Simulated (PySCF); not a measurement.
# One molecule, several mistakes: BCH6OSi

These are calculations, not measurements. They come from PySCF 2.14.0, an open-source quantum chemistry program, on an isolated molecule that a program drew, which may never have been made. The molecule is BCH6OSi (charge 0, doublet), drawn as the SMILES string `[CH2]B[SiH2]O`.

Each row is a Hartree-Fock (HF) and frozen-core CCSD(T) single point in the cc-pV(D+d)Z basis, meant for a local HF minimum. Run 1 is clean. Each other run has one planted mistake out of seven kinds, and not every kind appears here: one electron removed, one electron added, multiplicity raised by two, geometry at a saddle point, minimal basis STO-3G, one bond length entered in bohr, all coordinates scaled. The reference is restricted for singlets and unrestricted otherwise, and also for a bond in bohr. Adding or removing an electron swaps singlet and doublet. Electrons count all cores. HOMO and LUMO are orbital energies over both spins, the gradient is its largest component, and the lowest frequency (negative if imaginary) is given only where the gradient is small. Bond lengths are over the 9 bonds as drawn. T1 is the CCSD diagnostic: over 0.02 (restricted) or 0.045 (unrestricted) a single reference is doubtful.

Geometry of the clean run:
```xyz
10
BCH6OSi, angstrom
C     1.2592   -1.6718    0.2526
B    -0.0045   -1.7153    1.1303
Si   -1.8349   -1.1236    0.4628
O    -1.8196   -0.5317   -1.0936
H     2.2416   -1.9670    0.6112
H     1.2420   -1.3490   -0.7849
H     0.0971   -2.1276    2.2576
H    -2.7648   -2.2760    0.4340
H    -2.3969   -0.0971    1.3834
H    -1.4549    0.3262   -1.2466
```

| run | electrons | basis functions | <S^2> | HOMO (eV) | LUMO (eV) | gradient (hartree/bohr) | lowest frequency (cm^-1) | mean bond (Å) | longest bond (Å) | T1 | HF (hartree) | CCSD(T) (hartree) | mistake |
|---|---|---|---|---|---|---|---|---|---|---|---|---|---|
| 1 | 39 | 95 | 0.757 | -10.48 | 0.63 | 1.6e-05 | 89 | 1.3926 | 2.036 | 0.0128 | -429.83767 | -430.38512 | no fault |
| 2 | 39 | 95 | 1.674 | -8.72 | 0.68 | 1.3e-02 | - | 1.5939 | 3.848 | 0.0556 | -429.73082 | -430.25423 | one bond length entered in bohr |
| 3 | 39 | 30 | 0.760 | -8.03 | 4.65 | 5.2e-02 | - | 1.3926 | 2.036 | 0.0122 | -424.65919 | -424.85279 | minimal basis STO-3G |
| 4 | 40 | 95 | 0.000 | -1.83 | 8.59 | 5.7e-02 | - | 1.3926 | 2.036 | 0.0138 | -429.84882 | -430.44952 | one electron added |
| 5 | 39 | 95 | 0.757 | -10.48 | 0.64 | 1.5e-02 | - | 1.4149 | 2.069 | 0.0133 | -429.83540 | -430.38534 | ? |

**Which mistake was planted in run 5, and what did it cost?**

The mean and the longest bond both change by the same factor, 1.016, and the gradient is no longer small. So the mistake is: all coordinates scaled. Subtracting run 1 and multiplying by 627.51 kcal/mol a hartree, the energy moved by 1.4 kcal/mol in HF and -0.1 kcal/mol in CCSD(T).

Cautions from the logs. Run 2: T1 is over the limit, so its CCSD(T) energy is less reliable.
